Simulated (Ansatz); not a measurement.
Isolated molecules relaxed with PBE0-D4/def2-TZVP in Ansatz; ΔE leaves out vibrations. CBS: def2 TZ/QZ extrapolation, frozen cores. DFT in def2-TZVPP. Open shells (•) are unrestricted, without spin–orbit coupling. One conformer a species, not always the lowest.

Consider the hydrogen abstraction from the O–H bond: `OB(F)F` + `[CH3]`• → `[O]B(F)F`• + CH₄.

| level | ΔE (kJ/mol) |
| --- | --- |
| CAM-B3LYP-D4 | 56.2 |
| BLYP | 47.4 |

**Question.** What does CCSD(T)/CBS give? (Estimate.)

**Answer.** The calculation gave: +66.5 kJ/mol. The listed levels differ from it by -10.3, -19.1 kJ/mol.

Largest T1 diagnostic among the species: 0.014.

In def2-TZVPP, CCSD(T) changes the Hartree–Fock value by +35.7 kJ/mol (the triples alone add +1.8 kJ/mol) and MP2 by +56.5 kJ/mol. At CCSD(T), def2-SVP lies −19.5 kJ/mol from the extrapolated value and def2-TZVPP −6.7 kJ/mol. Leaving LDA and LC-ωPBE aside and taking each functional with its dispersion term where it has one, the values, not all of them listed here, spread over 18.9 kJ/mol, from B97M-V to PBE-QIDH. LDA lies +18.5 kJ/mol from PBE without D4.
